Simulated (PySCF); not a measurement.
Input for PySCF: D3(BJ) and D4 dispersion corrections on N2 (SMILES N#N).

```python
from pyscf import gto
from pyscf.dispersion import dftd3, dftd4

mol = gto.M(
    atom='''
    N    -0.58759304    1.00981936    3.35991928
    N    -0.01406488    0.11665312    3.61141406
    ''',
    basis='def2-svp',
    charge=0, spin=0, verbose=0, max_memory=1800)
d3, d4 = {}, {}
for xc in ['hf', 'pbe', 'blyp', 'revpbe', 'tpss', 'r2scan', 'b3lyp', 'pbe0', 'bhlyp', 'camb3lyp', 'b2plyp']:
    d3[xc] = float(dftd3.DFTD3Dispersion(mol, xc=xc, version='d3bj', atm=False).get_dispersion()['energy'])
    print(f'D3(BJ) {xc:10s} {d3[xc]:14.8f} Eh')
for xc in ['hf', 'pbe', 'blyp', 'revpbe', 'tpss', 'r2scan', 'b3lyp', 'pbe0', 'bhlyp', 'camb3lyp', 'b2plyp']:
    d4[xc] = float(dftd4.DFTD4Dispersion(mol, xc={'camb3lyp': 'cam-b3lyp'}.get(xc, xc), atm=True).get_dispersion()['energy'])
    print(f'D4     {xc:10s} {d4[xc]:14.8f} Eh')
```

Output:

```
D3(BJ) hf            -0.00552785 Eh
D3(BJ) pbe           -0.00043318 Eh
D3(BJ) blyp          -0.00093211 Eh
D3(BJ) revpbe        -0.00121261 Eh
D3(BJ) tpss          -0.00052824 Eh
D3(BJ) r2scan        -0.00010278 Eh
D3(BJ) b3lyp         -0.00075259 Eh
D3(BJ) pbe0          -0.00035166 Eh
D3(BJ) bhlyp         -0.00057350 Eh
D3(BJ) camb3lyp      -0.00029407 Eh
D3(BJ) b2plyp        -0.00032902 Eh
D4     hf            -0.00168580 Eh
D4     pbe           -0.00036334 Eh
D4     blyp          -0.00086660 Eh
D4     revpbe        -0.00150295 Eh
D4     tpss          -0.00049563 Eh
D4     r2scan        -0.00008147 Eh
D4     b3lyp         -0.00058896 Eh
D4     pbe0          -0.00029360 Eh
D4     bhlyp         -0.00038537 Eh
D4     camb3lyp      -0.00028705 Eh
D4     b2plyp        -0.00024826 Eh
```

The run finished.

Cost: around 0.020 core-seconds (rough).
